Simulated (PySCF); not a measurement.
H7NO2Si2, SMILES N[Si](O)(O)[SiH3].

The structure is a stationary point at PBE-D3(BJ)/def2-SVP. This is a generated structure with no PubChem entry under its InChIKey; it may be hypothetical. The values are those of a single conformer.

The numbers are results of PBE-D3(BJ)/def2-SVP (PySCF 2.14.0), not measurements.

Frequencies are harmonic and unscaled.

```tsv
mode	ν (cm⁻¹)	IR (km/mol)	moving atoms (share of kinetic energy)
1	100	0.6	H 94 %
2	118	1.9	N 34 %, H 23 %, Si 22 %, O 21 %
3	131	0.1	O 58 %, Si 21 %, H 20 %
4	173	2.4	H 91 %
5	238	0.0	H 48 %, O 27 %, N 15 %, Si 11 %
6	252	34.1	H 36 %, O 29 %, Si 21 %, N 14 %
7	273	15.0	O 43 %, Si 34 %, H 19 %
8	357	155.8	H 64 %, O 30 %
9	378	80.1	H 79 %, O 10 %, N 10 %
10	441	13.8	Si 51 %, H 33 %, N 9 %
11	480	234.4	H 69 %, Si 15 %, N 14 %
12	503	33.2	H 83 %, Si 14 %
13	503	30.7	H 74 %, Si 15 %
14	732	134.8	O 51 %, N 22 %, H 17 %, Si 10 %
15	766	126.3	H 92 %
16	786	74.2	H 60 %, O 27 %, N 11 %
17	832	193.7	H 88 %
18	850	103.5	Si 43 %, N 28 %, O 18 %, H 11 %
19	884	15.6	H 66 %, Si 22 %, O 10 %
20	899	2.7	H 89 %
21	906	61.8	H 95 %
22	932	143.5	Si 42 %, O 30 %, H 26 %
23	1494	44.7	H 90 %, N 10 %
24	2145	54.8	H 99 %
25	2155	95.5	H 96 %
26	2164	88.8	H 96 %
27	3474	21.9	H 96 %
28	3568	17.7	H 91 %, N 9 %
29	3724	15.0	H 94 %
30	3726	53.9	H 94 %
```
